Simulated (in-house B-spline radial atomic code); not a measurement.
Values are calculated unless marked as measured or tabulated.
# Building a PAW d channel for Sc, r_c = 2.55 bohr

Sc, [Ar] 3d1 4s2, non-relativistic LDA (VWN5), spherical and spin-unpolarised, from an all-electron radial atomic-structure program (B-spline basis) (atomic units; all potentials screened as in the neutral atom).

Two all-electron partial waves φ1, φ2 are integrated outwards at E1 = ε(3d) = -0.131081 and E2 = E1 + 2 hartree; φ1 is the bound orbital and φ2 has unit norm inside r_c = 2.5547 bohr. Smooth partners are polynomials, r^3(a0 + a1 r² + a2 r⁴ + a3 r⁶), matched to φ and three derivatives at r_c, with no condition on the norm. The local potential is -3.45986 + (1.23693) r² + (-0.188892) r⁴ + (0.0106286) r⁶ inside 2.1147 bohr and the all-electron one outside.

| wave | φ(r_c) | φ'(r_c) | a0 | a1 | a2 | a3 |
| --- | --- | --- | --- | --- | --- | --- |
| 1 | 0.4358797 | -0.1950298 | 0.2588397 | -0.07829918 | 0.008876664 | -0.0003589268 |
| 2 | 0.5573528 | -1.445297 | 0.3570319 | -0.07616932 | 0.00432669 | -3.877745e-05 |

Inside r_c the overlaps are <φi φj> = [[0.79691, 0.13032], [0.13032, 1.00000]] and, for the smooth waves, [[0.30346, 0.52019], [0.52019, 0.89663]]. With χj = (Ej − T − V_local) applied to smooth wave j, the program's quadrature gives the matrix B_ij = <smooth i, χj> as [[-0.16525, 0.48649], [-0.29325, 0.82867]].

Q: Check the match of the first wave, and find the augmentation charges q_ij.

A: At r_c the four terms are 4.31569, -8.52034, 6.30419, -1.66366, which sum to 0.4359, φ1(r_c) to rounding. q_ij is the all-electron overlap less the smooth one: [[0.49345, -0.38987], [-0.38987, 0.10337]]. The smooth first wave has a norm of 0.3035 inside r_c against 0.7969, and q11 > 0 puts back the missing charge.

Q: B isn't symmetric. Show that D_ij = B_ij + Ej q_ij is.

A: Integrating by parts gives B12 − B21 = (E1 − E2) q12: 0.48649 − (-0.29325) = 0.77974, and −2 × (-0.38987) = 0.77974. So D12 = 0.48649 + (1.868919)(-0.38987) = -0.24215 and D21 = -0.29325 + (-0.131081)(-0.38987) = -0.24215; D11 = -0.22994, D22 = 1.02187. The projectors, p = (B⁻¹)ᵀ χ, are dual to the smooth waves; det B = 0.0057, small beside B11 B22, as the two smooth waves look alike inside r_c.

Solving (T + V_local + Σ p D p) ψ = E (1 + Σ p q p) ψ in a sphere of 9 bohr, whose wall lifts the free-atom level a little, gives these levels:

```tsv
all-electron	one projector	two projectors
-0.130920	-0.130920	-0.130920
0.102104	0.110517	0.104567
0.382691	0.428289	0.393984
0.802132	0.931654	0.821625
1.353290	1.614910	1.362800
```

Q: What does the second projector gain?

A: With one projector the errors are 0.00, +8.41, +45.60, +129.52, +261.62 millihartree. With two the errors are 0.00, +2.46, +11.29, +19.49, +9.51 millihartree. The scattering is exact at E1 and at E2 = 1.869, and over all levels compared the largest error is 19 millihartree, which is poor. The lowest eigenvalue of the overlap operator is 1 with one and 0.8659 with two projectors. The smooth orbital alone needs a cutoff of 6.34 hartree for 1 millihartree of kinetic energy, against 17.5 for a norm-conserving Troullier-Martins orbital of the same radius; part of the gain comes from giving up the norm, part from the simpler form.
